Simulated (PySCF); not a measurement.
A structure optimised at PBE0-D3(BJ)/def2-SVP, used in a PySCF frequency run:

```xyz
5

I     -1.5461     1.5461    -1.5461
Sn     0.0000     0.0000     0.0000
I      1.5461     1.5461     1.5461
I      1.5461    -1.5461    -1.5461
I     -1.5461    -1.5461     1.5461
```

Q: Write its SMILES, formula and point group.

A: [I][Sn]([I])([I])[I], I4Sn, Td

Q: What are its rotational constants (standard atomic weights)?

A: 0.20824, 0.20824, 0.20824 GHz
